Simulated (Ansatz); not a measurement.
Born–Oppenheimer molecular dynamics of C2H8ClNOSn (14 atoms, charge 0, multiplicity 1). It starts from a relaxed structure.

Level of theory: Ansatz 0.2.0, RKS PBE/def2-SVP.

```json
{
 "ensemble": "NVT, Langevin thermostat",
 "time step": "0.5 fs",
 "steps asked": "100",
 "set temperature": "300 K",
 "friction": "0.001 /fs",
 "seed": "260475"
}
```

First frame:

```xyz
14
Properties=species:S:1:pos:R:3
Sn 0.089 -0.184 0.123
N 0.204 -0.294 2.161
C -1.026 -0.570 2.885
H -1.688 -1.211 2.269
H -0.797 -1.127 3.824
H -1.594 0.349 3.177
C 1.151 0.548 2.866
H 1.462 0.058 3.819
H 2.073 0.698 2.265
H 0.752 1.558 3.135
H 1.645 -0.347 -0.594
Cl -0.974 1.783 -0.752
O -1.173 -1.668 -0.347
H -1.920 -1.291 -0.854
```

(1) How far do the bonds stretch over the last three quarters of this one trajectory? (Pairs bonded in most of those frames.)

## Answers

(1) 
| bond | mean (Å) | spread (Å) | shortest | longest |
| --- | --- | --- | --- | --- |
| Sn1–N2 | 2.040 | 0.035 | 1.99 | 2.08 |
| Sn1–H11 | 1.729 | 0.045 | 1.67 | 1.79 |
| Sn1–Cl12 | 2.437 | 0.011 | 2.41 | 2.45 |
| Sn1–O13 | 1.999 | 0.003 | 1.99 | 2.01 |
| N2–C3 | 1.454 | 0.012 | 1.44 | 1.48 |
| N2–C7 | 1.456 | 0.020 | 1.42 | 1.48 |
| C3–H4 | 1.109 | 0.021 | 1.08 | 1.14 |
| C3–H5 | 1.119 | 0.013 | 1.10 | 1.14 |
| C3–H6 | 1.118 | 0.009 | 1.10 | 1.14 |
| C7–H8 | 1.115 | 0.026 | 1.08 | 1.15 |
| C7–H9 | 1.111 | 0.019 | 1.08 | 1.14 |
| C7–H10 | 1.121 | 0.013 | 1.10 | 1.14 |
| O13–H14 | 0.980 | 0.018 | 0.95 | 1.01 |

Mean temperature of the second half: 139 K. The mean temperature of the second half is 54 % below the set value. A run of 0.05 ps of so small a system gives no equilibrium averages.

Run time: 3.3 min on 4 threads of Arm Neoverse V1, on a shared host, peak memory 0.21 GiB.
